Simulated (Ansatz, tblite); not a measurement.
Forces on In₄Sb₃⁺ at its PBE-D4/def2-SVP geometry. Charge 1, multiplicity 1.

In the def2 sets In, Sb take a core potential; there is no spin–orbit coupling. The xTB rows come from tblite. The structure comes from a short search, and lower isomers may exist.

GFN1-xTB (tblite), largest force 1.38 eV/Å:

```xyz
7
positions Å, forces eV/Å
In    0.437   -1.285   -1.760   -0.450    0.921    0.226
In   -2.688   -0.554   -1.577    1.113   -0.131    0.523
In    0.110    0.664    3.424    0.033   -0.400   -1.323
In    1.597    1.687   -2.150   -0.396   -0.921    0.725
Sb   -0.683   -1.540    1.070    0.330    1.120   -0.262
Sb    1.845   -0.218    0.733   -1.144    0.349   -0.068
Sb   -0.617    1.246    0.260    0.515   -0.938    0.179
```

GFN2-xTB (tblite), largest force 3.08 eV/Å:

```
In -0.104 0.255 0.211
In -0.084 0.654 0.388
In -0.262 0.423 -0.310
In -0.403 0.487 0.430
Sb 0.204 0.656 -0.025
Sb -0.650 0.210 0.087
Sb 1.299 -2.685 -0.782
```

CAM-B3LYP-D4/def2-TZVP (Ansatz), largest force 0.67 eV/Å:

```
In 0.073 -0.049 0.345
In -0.008 0.037 0.082
In -0.006 -0.010 -0.081
In -0.008 0.037 0.082
Sb 0.360 0.453 -0.323
Sb -0.634 -0.065 -0.194
Sb 0.223 -0.403 0.089
```
